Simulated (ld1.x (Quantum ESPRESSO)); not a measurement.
## chromium (Cr): one change to an RRKJ potential, before and after

* Element: chromium
* Generator: ld1.x (Quantum ESPRESSO) 7.5
* Type: norm-conserving RRKJ (Kleinman–Bylander form)
* Functional: PBE
* Relativity: scalar-relativistic
* Frozen core: [Ar]
* Valence charge: 6
* Reference configuration: 3d5 4s1 4p0
* Partial waves: 4p (bound, empty): rc 1.05 bohr; 3d (bound): rc 1.50 bohr; 4s (bound): rc 2.60 bohr
* Local potential: the s channel
* Core correction: Bessel-smoothed model core inside 1.00 bohr

Change: all radii but the core radius scaled by about 1.13 (s 2.94, p 1.18, d 1.70 bohr).

Cutoffs: the cutoffs (Ry, on a coarse ladder) from which the occupation-weighted sum of valence levels, in a spherical-Bessel basis at the reference potential, stays within 10 and 1 mRy of its value at 400 Ry; they do not see the model core or the augmentation charge, which bear on the density cutoff. Errors are all-electron minus pseudo energies relative to the spin-unpolarised reference configuration.

Task: How do hardness, ghosts and transferability respond?

Result: The potential gets softer (80 Ry and 100 Ry → 60 Ry and 90 Ry); both files keep a bound ghost (p); of the 6 tests that both files solve, the error grows in 0 and shrinks in 3 by more than 15 % and 0.3 meV (median size 154.9 → 123.3 meV). A larger radius leaves more room for a smooth pseudo-wave, so fewer plane waves are needed. That the errors move this way runs against the usual rule that smaller radii transfer better.

| quantity | base | changed |
| --- | --- | --- |
| cutoff, loose | 80 Ry | 60 Ry |
| cutoff, tight | 100 Ry | 90 Ry |
| loose cutoff by channel (10 mRy a level) | d 70 Ry, s 6 Ry | d 50 Ry, s 6 Ry |
| bound ghosts | p | p |
| tests counted (converged, no solver errors) | 6 of 7 | 6 of 7 |
| error for 3d5 4s0 4p0, meV [ΔE 6.90 eV] | -20 | -13 |
| error for 3d4 4s0 4p0, meV [ΔE 22.95 eV] | -215 | -224 |
| error for 3d3 4s0 4p0, meV [ΔE 53.70 eV] | -1341 | -1242 |
| error for 3d4 4s2 4p0, meV [ΔE -0.10 eV] | -216 | -167 |
| error for 3d5 4s0.5 4p0, meV [ΔE 2.71 eV] | -4.7 | -3.1 |
| error for 3d6 4s0 4p0, meV [ΔE 1.73 eV] | -94 | -80 |

Base: Tests not counted: 3d4 4s1 4p1 (solver errors, printed error -217 eV). The 4p radius (1.05 bohr) lies inside the outermost node of the all-electron wave (1.25 bohr), which a nodeless pseudo-wave cannot match soundly. Changed file: Tests not counted: 3d4 4s1 4p1 (solver errors, printed error -211 eV). The 4p radius (1.18 bohr) lies inside the outermost node of the all-electron wave (1.25 bohr), which a nodeless pseudo-wave cannot match soundly. A true bound ghost makes a file unfit for plane-wave use even where its test errors are small: the radial tests pick states by their node count and pass the ghost by. Where a test does run into it, the solver fails or the error is huge.
